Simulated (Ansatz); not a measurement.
Computed with Ansatz on PBE0-D4/def2-TZVP structures; ΔE is electronic, products minus reactants. CCSD(T)/CBS is the MP2 limit (def2-TZVPP, def2-QZVPP) plus CCSD(T) − MP2 in def2-TZVPP, frozen cores. This one scheme is used for every species. Functionals use def2-TZVPP. B3LYP here is the variant with VWN-RPA as its local correlation; programs differ in this. HSE06 is defined as in plane-wave codes. One conformer a species, not always the lowest.

Consider the redistribution: `O[Si](O)(O)O[SiH2]F` + `BS[SiH3]` → `F[SiH2]S[SiH3]` + `BO[Si](O)(O)O`.

| level | ΔE (kJ/mol) | difference from CCSD(T)/CBS |
| --- | --- | --- |
| LDA (SPW92) | 13.7 | -8.0 |
| PBE-D4 | 12.8 | -8.9 |
| revPBE-D4 | 12.7 | -9.0 |
| BLYP-D4 | 16.9 | -4.8 |
| r2SCAN-D4 | 19.4 | -2.3 |
| B97M-V | 19.9 | -1.8 |
| B3LYP-D4 | 19.1 | -2.6 |
| r2SCANh-D4 | 19.9 | -1.8 |
| r2SCAN0-D4 | 20.5 | -1.2 |
| HSE06-D4 | 15.6 | -6.1 |
| CAM-B3LYP-D4 | 20.6 | -1.1 |
| ωB97X-V | 17.8 | -3.9 |
| ωB97M-V | 16.9 | -4.8 |
| B2PLYP | 21.9 | 0.2 |
| PBE-QIDH | 20.1 | -1.6 |
| PBE | 13.6 | -8.1 |
| revPBE | 13.9 | -7.8 |
| PBE0 | 16.3 | -5.4 |
| B3LYP | 20.4 | -1.3 |
| r2SCANh | 19.8 | -1.9 |
| r2SCAN0 | 20.5 | -1.2 |
| HSE06 | 16.1 | -5.6 |
| BHLYP | 23.5 | 1.8 |
| CAM-B3LYP | 21.1 | -0.6 |
| LC-ωPBE | 16.7 | -5.0 |
| RPA@PBE/def2-TZVPP | 24.0 | 2.3 |
| HF/def2-SVP | 16.0 | -5.7 |
| MP2/def2-SVP | 11.2 | -10.5 |
| CCSD/def2-SVP | 12.8 | -8.9 |
| CCSD(T)/def2-SVP | 11.8 | -9.9 |
| HF/def2-TZVPP | 26.9 | 5.2 |
| MP2/def2-TZVPP | 22.7 | 1.0 |
| SCS-MP2/def2-TZVPP | 23.7 | 2.0 |
| CCSD/def2-TZVPP | 24.6 | 2.9 |
| CCSD(T)/def2-TZVPP | 23.6 | 1.9 |
| HF/def2-QZVPP | 27.5 | 5.8 |
| MP2/def2-QZVPP | 21.8 | 0.1 |
| SCS-MP2/def2-QZVPP | 22.9 | 1.2 |
| HF/CBS(def2) | 27.6 | 5.9 |
| MP2/CBS(def2) | 20.8 | -0.9 |
| CCSD(T)/CBS | 21.7 | 0 |

Largest T1 diagnostic among the species: 0.014.

In def2-TZVPP, CCSD(T) changes the Hartree–Fock value by −3.2 kJ/mol (the triples alone add −1.0 kJ/mol) and MP2 by −4.1 kJ/mol. At CCSD(T), def2-SVP lies −9.9 kJ/mol from the extrapolated value and def2-TZVPP +1.9 kJ/mol. Leaving LDA and LC-ωPBE aside and taking each functional with its dispersion term where it has one, the values, not all of them listed here, spread over 9.4 kJ/mol, from revPBE-D4 to BHLYP-D4.
